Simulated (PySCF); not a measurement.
C2H4GeN2, SMILES N#C/N=[CH]\[GeH3]. Heavy atoms are numbered as in [N:1]#[C:2]/[N:3]=[CH:4]\[GeH3:5]. Hydrogens are named by the atom that carries them.

Geometry: PBE0-D3(BJ)/def2-SVP. The structure was generated by enumeration; whether it is a known compound was not checked.

All values below come from PySCF with B3LYP/pcSseg-1.

GIAO shieldings, no solvent; atoms alike by connectivity are averaged. δ = σ(ref) − σ: ¹⁵N against NH3 (σ = 265.5 ppm); ¹³C against TMS (σ = 181.3 ppm); ⁷³Ge against GeH4 (σ = 1631.8 ppm); ¹H against TMS (σ = 31.68 ppm), references at their B3LYP-D3(BJ)/def2-TZVP geometries, non-relativistic.

```json
[
 {"nucleus": "¹⁵N", "atoms": "N3", "count": "1", "δ (ppm)": "417.8"},
 {"nucleus": "¹⁵N", "atoms": "N1", "count": "1", "δ (ppm)": "343.9"},
 {"nucleus": "¹³C", "atoms": "C4 (CH)", "count": "1", "δ (ppm)": "217.4"},
 {"nucleus": "¹³C", "atoms": "C2", "count": "1", "δ (ppm)": "117.9"},
 {"nucleus": "⁷³Ge", "atoms": "Ge5 (GeH3)", "count": "1", "δ (ppm)": "65.5"},
 {"nucleus": "¹H", "atoms": "H on C4", "count": "1", "δ (ppm)": "9.75"},
 {"nucleus": "¹H", "atoms": "H on Ge5", "count": "3", "δ (ppm)": "4.66"}
]
```
